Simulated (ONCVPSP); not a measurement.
**Reading a pseudo-wave (oxygen (O))**

Columns: radius, all-electron u(r) and pseudo u(r) of the 2p shell (level -12.51 eV) of oxygen in the configuration [He] 2s2 2p3.75; Wu-Cohen, scalar-relativistic, ONCV scheme, ONCVPSP 4.0.1.

```tsv
r (bohr)	all-electron	pseudo
0.053	0.0358	0.0165
0.105	0.1150	0.0620
0.158	0.2153	0.1327
0.210	0.3183	0.2193
0.262	0.4174	0.3174
0.315	0.5096	0.4245
0.368	0.5907	0.5337
0.420	0.6590	0.6364
0.473	0.7169	0.7284
0.525	0.7630	0.7987
0.578	0.7998	0.8465
0.630	0.8265	0.8707
0.683	0.8453	0.8785
0.735	0.8565	0.8766
0.788	0.8614	0.8709
0.840	0.8609	0.8642
0.893	0.8558	0.8565
0.945	0.8469	0.8470
0.998	0.8347	0.8347
1.050	0.8202	0.8201
1.102	0.8036	0.8036
1.155	0.7851	0.7850
1.208	0.7653	0.7652
1.260	0.7449	0.7449
1.313	0.7234	0.7234
1.365	0.7019	0.7019
```

(1) How many radial nodes do the two functions have?

(2) At about which radius was the pseudo-wave matched?

(3) Where does each function peak?

(4) Is the pseudo-wave norm-conserving?

Answers

(1) The all-electron 2p function has n − l − 1 = 0; the pseudo-wave has 0.

(2) 1.05 bohr. The columns agree to 0.0005 from 0.94 bohr on; several derivatives are matched, so the curves merge somewhat inside the radius.

(3) Outermost all-electron maximum near 0.79 bohr, pseudo maximum near 0.68 bohr (to the table’s step).

(4) Yes: the ONCV scheme keeps the norm inside the radius equal to the all-electron one, which fixes the energy derivative of the logarithmic derivative at the level.
